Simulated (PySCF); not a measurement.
Compound: C6H9NS2Si.
Numbering: `[N:1]#[C:2][Si:3]1([CH:4]2[CH2:5][CH2:6]2)[S:7][CH2:8][CH2:9][S:10]1`

Cartesian coordinates in Å at the PBE0-D3(BJ)/def2-SVP level; atoms count from 1:
```xyz
19
C6H9NS2Si angstrom
N      0.8633    3.0267   -0.7835
C      0.5025    1.9674   -0.4762
Si    -0.0497    0.2518    0.0132
C      1.4361   -0.8188   -0.1843
C      2.8179   -0.2801    0.1221
C      2.4355   -0.5531   -1.2893
S     -0.8481    0.2266    1.9923
C     -2.5883    0.4086    1.4464
C     -2.8951   -0.5135    0.2852
S     -1.7923   -0.2021   -1.1477
H      1.2606   -1.8708    0.0658
H      3.5125   -0.9611    0.6202
H      2.9119    0.7650    0.4333
H      2.2674    0.3054   -1.9471
H      2.8605   -1.4266   -1.7898
H     -2.7794    1.4589    1.1798
H     -3.2085    0.1536    2.3197
H     -3.9188   -0.3442   -0.0832
H     -2.8022   -1.5673    0.5867
```

Probes without a nucleus sit at each ring's centroid and 1 Å off its mean plane on both sides; NICS is minus the shielding there, NICSzz its component along the normal. Level: GIAO KT3/pcSseg-1 (PySCF, non-relativistic, gas phase) on the PBE0-D3(BJ)/def2-SVP geometry, one conformer.

Rings: 1. Si3–S7–C8–C9–S10; 2. C4–C5–C6.

| set | NICS(0) | NICS(1), two faces | NICS(1)zz, two faces |
| --- | --- | --- | --- |
| P | -9.1 | -5.2 / -5.1 | -2.7 / -3.2 |
| Q | -43.2 | -7.6 / -9.2 | -22.6 / -23.7 |

Q: Which set (ppm) belongs to which ring?

A: P = 1, Q = 2.
- 1 (5-membered ring with 2 S and Si; formal bonds all single): mean NICS(1)zz -3.0 ppm, near zero. Si3, C8, C9 have four or more neighbours, so the value isn't read as a sign of a π ring current.
- 2 (3-membered carbocycle; formal bonds all single): mean NICS(1)zz -23.1 ppm, shielded. C4, C5, C6 have four or more neighbours, so the value isn't read as a sign of a π ring current.

Q: How do the rings differ in shape?

A: 
| ring | bond lengths (Å) | rms pucker (Å) | HOMA | nearest outside atom to a NICS(1) probe (Å) |
| --- | --- | --- | --- | --- |
| 1 | 2.134, 1.833, 1.514, 1.835, 2.143 | 0.23 | – | hydrogen 1.37 |
| 2 | 1.514, 1.488, 1.513 | 0.00 | – | hydrogen 1.44 |
